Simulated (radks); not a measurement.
Neutral palladium, 46 electrons, occupied as [Kr] 4d10. Method: scalar-relativistic Kohn-Sham, LDA (Slater exchange, VWN5 correlation), spin-polarised, spherical densities, finite nucleus; Fermi nuclear charge, rms radius 4.5318 fm; computed with a radial shooting solver on a logarithmic mesh with Libxc functionals.

Normalised radial functions P(r) = r R(r), r in bohr:

r,3d,4s,5s
0.001957,0.0000,0.0794,0.0195
0.002278,0.0000,0.0902,0.0221
0.002631,0.0001,0.1015,0.0249
0.003063,0.0001,0.1146,0.0282
0.003537,0.0001,0.1282,0.0315
0.004085,0.0002,0.1428,0.0351
0.004756,0.0003,0.1592,0.0391
0.005492,0.0005,0.1756,0.0431
0.006343,0.0007,0.1923,0.0473
0.007384,0.0010,0.2100,0.0516
0.008528,0.0016,0.2261,0.0555
0.009849,0.0023,0.2407,0.0591
0.01147,0.0035,0.2533,0.0622
0.01324,0.0052,0.2612,0.0642
0.01542,0.0079,0.2635,0.0647
0.0178,0.0117,0.2580,0.0634
0.02056,0.0172,0.2430,0.0596
0.02394,0.0257,0.2146,0.0526
0.02764,0.0372,0.1738,0.0426
0.03192,0.0536,0.1183,0.0289
0.03716,0.0781,0.0436,0.0106
0.04292,0.1104,-0.0410,-0.0102
0.04957,0.1543,-0.1352,-0.0334
0.05771,0.2167,-0.2377,-0.0586
0.06664,0.2944,-0.3277,-0.0806
0.07758,0.3998,-0.4010,-0.0985
0.0896,0.5240,-0.4346,-0.1065
0.1035,0.6727,-0.4191,-0.1023
0.1205,0.8536,-0.3378,-0.0819
0.1391,1.0411,-0.1966,-0.0467
0.1607,1.2333,-0.0021,0.0016
0.187,1.4237,0.2349,0.0599
0.216,1.5719,0.4504,0.1123
0.2515,1.6715,0.6163,0.1513
0.2904,1.6941,0.6681,0.1607
0.3354,1.6370,0.5857,0.1357
0.3905,1.4917,0.3473,0.0711
0.451,1.2875,0.0061,-0.0175
0.5208,1.0425,-0.3894,-0.1155
0.6063,0.7723,-0.7834,-0.2042
0.7002,0.5357,-1.0594,-0.2504
0.8087,0.3399,-1.1916,-0.2436
0.9414,0.1887,-1.1646,-0.1739
1.087,0.0963,-1.0120,-0.0579
1.266,0.0414,-0.7771,0.0967
1.462,0.0161,-0.5440,0.2500
1.688,0.0054,-0.3429,0.3889
1.965,0.0014,-0.1870,0.5028
2.27,0.0003,-0.0932,0.5702
2.621,0.0001,-0.0408,0.5949
3.051,0.0000,-0.0146,0.5768
3.524,0.0000,-0.0046,0.5246
4.07,0.0000,-0.0012,0.4478
4.738,0.0000,-0.0002,0.3529
5.472,0.0000,0.0000,0.2620
6.37,0.0000,0.0000,0.1761
7.357,0.0000,0.0000,0.1110
8.496,0.0000,0.0000,0.0638
9.891,0.0000,0.0000,0.0318
11.42,0.0000,0.0000,0.0146

3d: eigenvalue -325.95 eV, 0 radial nodes, <r> = 0.358 bohr, 90 % of the charge inside 0.568 bohr. 4s: eigenvalue -85.433 eV, 3 radial nodes at r = 0.0401, 0.161, 0.452 bohr, <r> = 0.946 bohr, 90 % of the charge inside 1.38 bohr. 5s (empty): eigenvalue -3.609 eV, 4 radial nodes at r = 0.0401, 0.160, 0.439, 1.15 bohr, <r> = 3.35 bohr, 90 % of the charge inside 5.16 bohr.
